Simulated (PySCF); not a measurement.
C₄H₇O, SMILES CC([CH]C)=O, multiplicity 2.

Geometry: TPSSh-D3(BJ)/def2-SVP. The isomer is the one that the SMILES or the coordinates give; other isomers of the formula were not compared. Other conformers were not sampled.

All values below come from PBE/def2-TZVP run with PySCF.

Gas-phase values at a fixed geometry.

| Property | Result |
|---|---|
| total energy | -231.61281 hartree |
| α spin, highest occupied and lowest empty level | -5.56 and -0.63 eV |
| β spin, highest occupied and lowest empty level | -5.52 and -4.08 eV |
| dipole moment | 2.95 D |
| quadrupole, principal values (traceless, Buckingham form, about the centre of nuclear charge) | -4.93, 0.16, 4.77 D·Å |
| mean static polarisability | 54.7 bohr³ (8.11 Å³) |
| polarisability, principal values | 39.7, 55.4, 69.2 bohr³ |
| ⟨S²⟩ | 0.756 (pure state 0.75) |
